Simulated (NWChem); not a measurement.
Species: CBrF$_{2}$, doublet; SMILES F[C](F)Br

Program: NWChem. Pople sets run with spherical d functions. Spin-unrestricted. In the optimisation the excess spin sits in a' (Cs, its own frame). Geometry: optimised at PBE-D3(BJ)/def2-SVP, spin-unrestricted. No stability test was run on the SCF state. COSMO at PBE0/6-31G*, default radii, gas-phase geometry; f = (ε − 1)/ε scales the surface charges.

| row | f | electrostatic solvation energy (kcal/mol) |
|---|---|---|
| ε = 2.0 | 0.5000 | -0.31 |
| ε = 4.8 | 0.7917 | withheld |
| ε = 7.6 | 0.8684 | -0.54 |
| ε = 25.0 | 0.9600 | -0.60 |
| ε = 46.7 | 0.9786 | -0.61 |

Fit a straight line of the last column on the one before it, predict the withheld value, and compare with the run.


1. Means of the 4 shown rows: x = 0.82675, y = -0.515. Slope Σ(x − x̄)(y − ȳ)/Σ(x − x̄)² = -0.09378/0.1493 = -0.6281; intercept 0.004.
2. The shown rows scatter about the line by 0.001 (root mean square); the largest residual is 0.00, at ε = 7.6.
3. At x = 0.7917 (ε = 4.8; inside the shown range) the line gives -0.49.
4. The run gives -0.49, 0.00 from the line.
